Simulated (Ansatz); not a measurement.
One geometry of C₂H₆BFOSi, several functionals.

```yaml
crystal:
  periodic: [false, false, false]
  atoms:
    - {symbol: B, position_ang: [-0.010781, -1.625736, -0.054738]}
    - {symbol: C, position_ang: [-0.534317, -0.992506, -1.395645]}
    - {symbol: F, position_ang: [-0.865679, -1.545284, -2.526471]}
    - {symbol: O, position_ang: [-0.685257, 0.263434, -1.359669]}
    - {symbol: Si, position_ang: [-0.470279, 0.253390, 0.475896]}
    - {symbol: C, position_ang: [0.746342, 1.595999, 0.884284]}
    - {symbol: H, position_ang: [-0.465937, -2.670871, 0.307751]}
    - {symbol: H, position_ang: [1.200233, -1.605693, -0.166024]}
    - {symbol: H, position_ang: [-1.830711, 0.662800, 0.917582]}
    - {symbol: H, position_ang: [1.719986, 1.391255, 0.435178]}
    - {symbol: H, position_ang: [0.393050, 2.572885, 0.546605]}
    - {symbol: H, position_ang: [0.880350, 1.645127, 1.969252]}
basis:
  gaussian: {orbitals: def2-TZVPP}
hamiltonian: {xc: {name: B2PLYP}}
```

```sh
$ ansatz run in.yaml --threads 4 --pin off --events-out ev --progress --plain --max-ram 10444MiB
```

Shortened log:

```
Functional definition: B2PLYP
1686 factors; integrals over basis functions are off by at most 1.3e-3 eV
mean field evaluation 1: about -15468.8431 eV, gradient 5.4e1 eV
mean field evaluation 2: about -15469.0284 eV, gradient 5.4e1 eV
mean field evaluation 4: about -15474.8135 eV, gradient 9.8e0 eV
mean field evaluation 8: about -15474.9916 eV, gradient 6.6e-1 eV
mean field evaluation 16: about -15474.9926 eV, gradient 4.5e-4 eV
mean field -15474.99256550 eV, -568.6954874553 hartree, gradient 9.1e-6 eV, S^2 0.000000; 0 other end points of the search recorded, 0 dependent functions left out
10 core orbitals not correlated: weight in the atoms' cores, before any rotation towards them, 1.000 or more for the frozen orbitals, at most 0.000 for the correlated occupied ones
reference -15474.99274623 eV, -568.6954940970 hartree; 17, 17 occupied and 254, 254 virtual orbitals, 1686 factors
second order -34.42975954 eV of doubles, -0.00000000 eV of singles
Total energy: -15484.28878130 eV, -569.0371170850 hartree
```

Run time 7.5 s (4 threads of an Arm Neoverse V1 on a shared host); peak host memory 0.82 GiB.

The same input with `hamiltonian: {xc: pbe, dispersion: d4}` and forces (abridged; 3.2 s):

```
Functional definition: PBE
mean field evaluation 16: about -15480.3854 eV, gradient 1.5e-3 eV
mean field -15480.38535484 eV, -568.8936688082 hartree, gradient 5.7e-5 eV, S^2 0.000000
Total energy: -15480.64405005 eV, -568.9031756819 hartree
Atom 0 force    -0.069715    -0.034590    -0.056699 eV/Å
Atom 1 force     0.367662    -0.646267     0.805258 eV/Å
Atom 2 force    -0.259170    -0.452192    -0.854211 eV/Å
Atom 3 force    -0.201517     1.201111    -0.304551 eV/Å
Atom 4 force     0.072404    -0.136509     0.237161 eV/Å
Atom 5 force    -0.019267    -0.003226    -0.016605 eV/Å
Atom 6 force    -0.012988    -0.125683     0.047943 eV/Å
Atom 7 force     0.125082    -0.016894     0.041288 eV/Å
Atom 8 force    -0.163075     0.039045     0.036455 eV/Å
Atom 9 force     0.188009    -0.035860    -0.079310 eV/Å
Atom 10 force    -0.058244     0.195338    -0.058232 eV/Å
Atom 11 force     0.030819     0.015728     0.201503 eV/Å
Dipole moment:     0.059960     0.421099     0.129131 e Å
```
